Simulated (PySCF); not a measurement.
Hf(OH)3 (H3HfO3), SMILES [OH][Hf+]([OH])[OH], charge +1, multiplicity 1.

The structure is a stationary point at PBE-D3(BJ)/def2-SVP. The multiplicity is an assumed one; other spin states were not compared. The isomer is the one that the SMILES or the coordinates give; other isomers of the formula were not compared. The def2 effective core potentials stand for the cores of Hf; spin–orbit coupling is left out. Other conformers were not sampled.

The numbers are results of M06-2X/def2-TZVPD (PySCF), not measurements.

The molecule is in vacuum.

Q: Estimate the frontier levels, gap, dipole moment and polarisability. (The exact figures need the calculation; the answer reports its results.)

A: 
| Item | Value |
|---|---|
| highest occupied level | -15.93 eV |
| lowest empty level | -7.28 eV |
| orbital gap | 8.65 eV |
| dipole moment about the centre of nuclear charge | 1.08 D |
| mean static polarisability | 41.5 bohr³ (6.15 Å³) |
| polarisability, principal values | 31.5, 46.6, 46.6 bohr³ |
